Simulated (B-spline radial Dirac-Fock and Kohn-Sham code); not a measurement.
Model: multi-electron Dirac-Fock with separately optimised hole states, Breit and Lamb-shift corrections added in first order. Program: a radial finite-basis atomic code. Free neutral atoms up to Cf, the lines Kα1, Kβ1, Lα1, Lβ1, Lβ2, Lγ1, Lℓ and Mα1 where both subshells are closed (so no Lα of most 3d metals and no Mα of most lanthanides); Na, Y were not searched.

Question: Ne Kα1 is computed at 849.5 eV. Which of the searched lines of other elements lie within 45 eV and could overlap it in an energy-dispersive spectrum?

Answer: Zn Lℓ at 878.6 eV (+29).
